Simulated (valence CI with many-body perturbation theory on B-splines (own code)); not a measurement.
Hyperfine factors and g values of In26+

Computed by relativistic CI+MBPT: five valence electrons over a frozen Dirac-Fock core [Ar], radial functions for each j: 7 s, 7 p, 8 d, 6 f, 4 g, 1 h, with the one-electron correlation potential Σ1, the two-electron term Σ2, the three-electron term Σ3, Breit, model QED; selected CI, second order for the rest, scaled by the run's own slope (own B-spline code, finite nucleus).

No measured spectrum was set against this ion. As an estimate, large intervals hold to a few tenths of a per cent, small ones and those within an open d or f shell to about a per cent. Only levels of the ground parity were solved; by the run's estimate the other parity begins above the list, which can be wrong where configurations are misplaced.

A/g_I is the dipole constant over the nuclear g factor μ/I (μ in nuclear magnetons, uniformly magnetised nucleus), B/Q the quadrupole constant per barn. Both hold the static response of the core; the bare values leave it out. Large factors of s and p1/2 electrons are usually good to 5 to 10 %; those of open d and f shells near neutrality can be off by tens of per cent, and small factors of p3/2, d and f electrons come from cancelling terms and can be off by a factor of two or in sign, in half-filled shells by more. B is blank for J = 1/2, where it vanishes, and for nearly pure S terms. Energies count from the lowest level.

Names give the largest LS component (configuration and term), which can be under half, so a name can repeat, a term be missing and a line seem to break the LS rules; names also repeat where a configuration has a term twice. Letters in brackets count levels of one name in rising energy.

```tsv
Level	E (eV)	g	A/g_I (MHz)	A/g_I bare	B/Q (MHz/b)	B/Q bare
3d5 6S_5/2	0.000	1.885	606	1460	1580	1600
3d5 4G_5/2 [a]	10.571	1.071	8420	8540	12400	12700
3d5 4G_7/2	15.103	1.100	9760	9900	11100	11300
3d5 4P_3/2	15.597	1.360	9620	9990	10500	10800
3d5 4G_11/2	15.765	1.201	10800	11000	3.33	-4.35
3d5 4G_5/2 [b]	16.751	1.074	8930	9050	4570	4670
3d5 4G_9/2	16.957	1.163	9970	10200	9400	9610
3d5 4P_1/2	18.124	1.900	-4110	-3210		
3d5 4D_7/2	20.997	1.268	8020	8320	1520	1550
3d5 2D_5/2 [a]	21.857	1.248	8930	9210	-346	-354
3d5 2I_11/2	23.830	1.013	11900	12000	1130	1150
3d5 2F_7/2 [a]	24.338	1.129	11400	11600	-12900	-13100
3d5 4D_1/2	24.480	0.686	22800	22500		
3d5 4D_3/2	24.835	1.187	14300	14500	-8130	-8310
3d5 2G_9/2 [a]	25.863	1.152	9900	10100	-1310	-1350
3d5 4F_3/2	26.054	0.841	14200	14100	1060	1090
3d5 2I_13/2	26.187	1.073	12100	12200	-33.2	-29.7
3d5 2F_5/2 [a]	27.715	1.032	11300	11400	-553	-555
3d5 2H_9/2	30.626	1.098	11100	11300	1580	1620
3d5 4F_5/2	31.174	1.100	10500	10700	-6800	-6940
3d5 2G_7/2 [a]	31.909	1.001	14200	14300	-179	-189
3d5 2F_5/2 [b]	33.745	1.048	8970	9070	270	280
3d5 2D_3/2 [a]	33.838	0.707	18600	18400	-694	-699
3d5 2F_7/2 [b]	34.581	1.089	12000	12200	719	737
3d5 2S_1/2	36.585	1.931	-2650	-1740		
3d5 4F_7/2	36.838	1.173	9740	9940	-14900	-15200
3d5 2H_11/2	37.387	1.061	11800	11900	-1200	-1210
3d5 2G_9/2 [b]	37.632	1.097	10900	11100	4410	4500
3d5 2D_3/2 [b]	41.049	0.830	13600	13500	-9260	-9470
3d5 2D_5/2 [b]	41.667	1.089	10900	11000	5780	5920
3d5 2D_5/2 [c]	45.257	1.112	9320	9470	-7240	-7390
3d5 2G_9/2 [c]	45.540	1.108	10700	10900	-14100	-14400
3d5 2G_7/2 [b]	47.576	0.928	14000	14000	14500	14900
3d5 2P_3/2	51.438	1.227	10300	10500	-10900	-11100
3d5 2P_1/2	55.195	0.803	607	521		
3d5 2D_5/2 [d]	59.120	1.191	8460	8680	-9700	-9910
3d5 2D_3/2 [c]	61.297	0.887	18700	18600	17400	17700
```

**Question.** Take the isotope of mass number 113, with I = 9/2, μ = 5.5208 μN and Q = 0.761 b. What is the hyperfine structure of 3d5 4G_5/2 [b]?

**Answer.** From the table A = 11000 MHz, B = 3480 MHz. Shifts from the centre of gravity in MHz: F = 2: -150000, F = 3: -118000, F = 4: -74700, F = 5: -20300, F = 6: 46000, F = 7: 125000.
